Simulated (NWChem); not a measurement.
System: CH₅FGe; SMILES [CH3][GeH2][F]

All runs: NWChem. Pople sets run with spherical d functions. Geometry: optimised at PBE-D3(BJ)/def2-SVP. Vertical excitations in the gas phase; the lowest state need not have the same character in each row.

### Question
Order these by “lowest excitation, singlet (eV)”, lowest first: BHandHLYP/6-31G*, TDA; B3LYP/6-31G*, TDA; PBE/6-31G*, TDA; PBE0/6-31G*, TDA.

### Answer
PBE/6-31G*, TDA (7.08), B3LYP/6-31G*, TDA (7.56), PBE0/6-31G*, TDA (7.75), BHandHLYP/6-31G*, TDA (8.26)
